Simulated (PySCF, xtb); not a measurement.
Mo(O)2(OH)2 anion (H2MoO4), SMILES [O]=[Mo](=[O])([OH])[OH] (connectivity only; charge and spin as stated), charge -1, multiplicity 2. One conformer was computed; it need not be the lowest.

Harmonic wavenumbers (cm⁻¹) from GFN2-xTB run with xtb at its own minimum, in rising order: 113, 179, 212, 245, 282, 303, 329, 347, 401, 465, 501, 826, 857, 3595, 3599.

Task: What does PBE-D3(BJ)/def2-SVPD in PySCF give at its own minimum? (Estimate from the structure and the level; the computed values follow.)

Result: 149, 188, 210, 224, 303, 304, 352, 539, 585, 738, 751, 884, 906, 3747, 3751. Paired by order, the mean absolute difference is 95 cm⁻¹ and the zero-point energies are 17.5 and 19.5 kcal/mol.
